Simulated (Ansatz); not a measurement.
A nudged elastic band was laid between two geometries of CH₆SeSi (9 atoms, charge 0, multiplicity 1).

Level of theory: RKS PBE-D4/def2-SVP in Ansatz.

| Item | Value |
| --- | --- |
| movable images | 5 |
| climbing image | yes |
| spring | 5.0 eV/Å² |
| optimiser | quadratic models (default) |
| start path | through a guess of the saddle point |
| force threshold | 0.03 eV/Å |
| iteration limit | 60 |
| end points | relaxed |

Initial state:

```xyz
9
Properties=species:S:1:pos:R:3
C -0.869 0.613 -0.599
Si 0.490 -0.631 -0.195
Se 1.854 0.074 1.528
H -1.473 0.257 -1.460
H -0.433 1.598 -0.854
H -1.549 0.748 0.266
H 1.444 -0.793 -1.346
H -0.116 -1.972 0.131
H 0.741 0.059 2.513
```

Final state:

```xyz
9
Properties=species:S:1:pos:R:3
C -0.996 0.815 -0.764
Si -0.442 -1.030 -0.446
Se 1.352 -0.273 1.257
H -1.498 0.800 -1.758
H -0.201 1.589 -0.821
H -1.766 1.144 -0.035
H 0.835 -0.962 -1.340
H 2.081 -1.568 1.308
H 0.723 -0.562 2.582
```

Task: What changes between the two ends?

Result: Bonds broken: Si2–H8. Bonds formed: Se3–H8.

Task: What energy profile does the band end with?

Result: The forces met the threshold. The highest image is number 4 of 0 to 6, 2.51 eV above the first end and 0.22 eV above the last; the last end lies 2.29 eV above the first. Neighbouring images differ by up to 1.4 eV, so the band resolves the path poorly. A vibrational analysis at the climbing image gives one clearly imaginary mode, 517i cm⁻¹: a first-order saddle point. The orbitals stay closed-shell, which can raise the energy where a bond breaks towards radicals; this wasn't checked here.

| image | path coordinate (Å) | energy (eV) | Si2–H8 (Å) | Se3–H8 (Å) |
| --- | --- | --- | --- | --- |
| 0 | 0.00 | 0.00 | 1.51 | 3.17 |
| 1 | 0.61 | 0.07 | 1.50 | 3.02 |
| 2 | 1.22 | 0.75 | 1.50 | 2.54 |
| 3 | 1.83 | 2.12 | 1.64 | 1.96 |
| 4 | 2.44 | 2.51 | 2.21 | 1.53 |
| 5 | 3.07 | 2.35 | 2.83 | 1.48 |
| 6 | 3.69 | 2.29 | 3.12 | 1.49 |

Task: What is the geometry of the highest image?

Result: 
```xyz
9
Properties=species:S:1:pos:R:3
C -0.993 0.751 -0.718
Si -0.195 -0.989 -0.466
Se 1.725 -0.291 1.340
H -1.535 0.702 -1.690
H -0.269 1.589 -0.778
H -1.751 0.974 0.059
H 1.036 -0.814 -1.390
H 1.216 -1.705 1.079
H 0.854 -0.263 2.547
```

Run time: 31 s on 2 threads of AMD EPYC 9R45 96-Core Processor (Zen 5), on a shared host, peak memory 0.15 GiB.
